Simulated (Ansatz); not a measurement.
System: WH$_{2}$ (charge 0, quintet). The spin state was set by rule; other spins were not relaxed. 
Geometry from a B3LYP-D3(BJ)/def2-TZVP (Ansatz, a program for electronic structure) optimisation:
SMILES: [WH2]
```xyz
3

W     -0.0002     0.0000    -0.0249
H      1.4421     0.0069     0.9118
H     -1.4290    -0.0085     0.9321
```
Charge 0, spin multiplicity 5.

Basis-set convergence of Hartree-Fock and CCSD(T) correlation energies (hartree) with Ansatz. Valence correlation only, unless marked. UHF or UKS for open shells. No spin-orbit coupling. Frozen are the shells of the preceding noble gas and the d and f shells that filled before the atom's block. Past Kr the def2 sets carry scalar-relativistic core potentials.

```csv
basis,functions,E(HF),"E(corr, CCSD(T))"
def2-SVPD,51,-67.47687,-0.13512
def2-TZVPPD,93,-67.49103,-0.16271
def2-QZVPPD,150,-67.49289,-0.16896
```

Extrapolating the two largest sets (X = 3 and 4) as X^-3: E(corr) = (64·(-0.16896) - 27·(-0.16271))/37 = -0.1735 Eh, an estimate of the basis-set limit. The largest set recovers 97.4 % of it, the smallest 77.9 %.
